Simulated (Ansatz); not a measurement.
Reaction (hydrogenolysis of the Si–Si bond): `[SiH3][SiH]1CCS1` + H₂ → `C1CS[SiH2]1` + SiH₄

Calculated with Ansatz (gas phase, PBE0-D4/def2-TZVP geometries, no zero-point term in ΔE). CCSD(T)/CBS is the MP2 limit (def2-TZVPP, def2-QZVPP) plus CCSD(T) − MP2 in def2-TZVPP, frozen cores. This one scheme is used for every species. Functionals use def2-TZVPP.

```tsv
level	ΔE (kJ/mol)	difference from CCSD(T)/CBS
PBE-D4	-1.5	15.2
PBE0-D4	-8.4	8.3
ωB97X-V	-20.3	-3.6
ωB97M-V	-22.7	-6.0
PBE	-9.7	7.0
PBE0	-15.9	0.8
SCS-MP2/def2-TZVPP	-26.8	-10.1
CCSD(T)/def2-TZVPP	-20.4	-3.7
MP2/CBS(def2)	-14.9	1.8
CCSD/CBS(def2)	-22.8	-6.1
CCSD(T)/CBS	-16.7	0
```

Largest T1 diagnostic among the species: 0.012.

In def2-TZVPP, CCSD(T) changes the Hartree–Fock value by +31.8 kJ/mol (the triples alone add +6.1 kJ/mol) and MP2 by +33.6 kJ/mol. The D4 term adds +13.1 kJ/mol with B3LYP and +7.6 kJ/mol with PBE0; it sums over pairs of atoms, weighted by their polarisabilities, and B3LYP, whose exchange is more repulsive, gets the larger term.

B3LYP here is the variant with VWN-RPA as its local correlation; programs differ in this.
